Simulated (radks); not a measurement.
The numbers below are computed, except where a source is named.
Mn XI, configuration [Ne] 3s2 3p3. Code: a radial shooting solver on a logarithmic mesh with Libxc functionals. Model: scalar-relativistic Kohn-Sham, exchange-only LDA, spin-polarised, spherical densities, point nucleus; open shells are filled with parallel spins first.

Normalised radial functions P(r) = r R(r), r in bohr:

```
   r/bohr * 2s up, o 2s down (the largest magnitude, 2, reaches the edge; | marks zero, & curves that meet)
 0.003977                             |   &
 0.004976                             |    &
 0.006225                             |     &
 0.007851                             |      &
 0.009822                             |       &
  0.01229                             |        &
   0.0155                             |          &
  0.01939                             |           &
  0.02426                             |            &
  0.03035                             |            &
  0.03827                             |            &
  0.04788                             |          &
   0.0599                             |       &
  0.07554                             | &
   0.0945                         &   |
   0.1182                 &           |
   0.1479          &                  |
   0.1865    &                        |
   0.2334  &                          |
    0.292    &                        |
   0.3682          &                  |
   0.4606                 &           |
   0.5763                       &     |
    0.721                          *o |
   0.9093                            &|
    1.138                             &
    1.423                             &
    1.795                             &
    2.245                             &
```

2s up: eigenvalue -993.97 eV, 1 radial node at r = 0.0822 bohr, <r> = 0.279 bohr, 90 % of the charge inside 0.432 bohr. 2s down: eigenvalue -991.68 eV, 1 radial node at r = 0.0822 bohr, <r> = 0.278 bohr, 90 % of the charge inside 0.431 bohr.
